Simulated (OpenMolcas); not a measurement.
## Lines of Sb+: computed and rescaled rates

```
Program             : OpenMolcas
Method              : SS-CASPT2, IPEA 0.25 Eh, imaginary shift 0.1 Eh (closed shells correlated: 4d 5s)
Basis               : ANO-RCC-VQZP [8s7p5d3f2g]
Scalar Hamiltonian  : DKH2, point nucleus
Active space        : 2 electrons in 3 orbitals (5p)
State averaging     : 2S+1 = 3 even, 3 roots; 2S+1 = 1 even, 6 roots
Spin-orbit coupling : state interaction with AMFI integrals over the reference wave functions, term energies averaged over their components
```

Rates come from the transition moments of the reference wave functions (E1 and E2 in the length form). At fixed line strength A goes as λ^-3 for E1 and M1 and as λ^-5 for E2, so a rate at the computed wavelength can be rescaled to the measured one. Measured vacuum wavelengths follow from level energies in NIST Handbook of Basic Atomic Spectroscopic Data. Branching counts decays inside the model space alone, at computed energies, and the table is only a selection of the E2 and M1 lines, drawn from those between levels with measured partners whose computed energy lies within a factor of 1.5 of the measured one.

```csv
Upper,Lower,Type,λ computed (nm),λ measured (nm),A computed (s-1),A rescaled (s-1),Branching %
5s² 5p² ³P₂,5s² 5p² ³P₁,M1,4154,3841,1.65e-01,2.09e-01,98.6
5s² 5p² ³P₁,5s² 5p² ³P₀,M1,3801,3274,3.15e-01,4.93e-01,100.0
5s² 5p² ³P₂,5s² 5p² ³P₀,E2,1985,1767,2.24e-03,4.01e-03,1.3
5s² 5p² ¹D₂,5s² 5p² ³P₂,M1,1445,1402,1.52e+00,,51.1
5s² 5p² ¹D₂,5s² 5p² ³P₂,E2,1445,1402,1.79e-02,,0.6
5s² 5p² ¹D₂,5s² 5p² ³P₁,M1,1072,1027,1.42e+00,,47.9
5s² 5p² ¹S₀,5s² 5p² ¹D₂,E2,903.2,899.6,1.94e+00,1.98e+00,8.4
5s² 5p² ¹S₀,5s² 5p² ³P₂,E2,555.7,548,1.64e+00,,7.1
5s² 5p² ¹S₀,5s² 5p² ³P₁,M1,490.1,479.6,1.96e+01,,84.5
```

Spin-changing lines and M1 lines between different terms are not rescaled, since their strength hangs on the term gaps too.

The largest correction is for 5s² 5p² ³P₂ → 5s² 5p² ³P₀ (E2): 2.24e-03 × (1985 / 1767)^5 = 4.01e-03 s-1, a factor of 1.79.

No measured rate stands beside these. Rescaling mends the energy factor alone: line strengths can still be far off where a level mixes with configurations outside the active space, and weak or spin-changing lines hang on small mixing coefficients that depend on the term gaps too, so rescaling need not improve them.

CASPT2 does not keep the components of a term degenerate, so their means are used; among the terms shown or strongly mixed into the levels shown the widest spread is 88 cm-1 (5s² 5p² ¹D). With the s shell closed, the reference lacks s² → p² mixing. Computed and measured levels are paired by configuration, term and J; levels that our copy of the source lacks, or whose pairing is in doubt (as where it misses far off the trend of its configuration), stay unpaired. Levels of configurations outside the active space are missing.
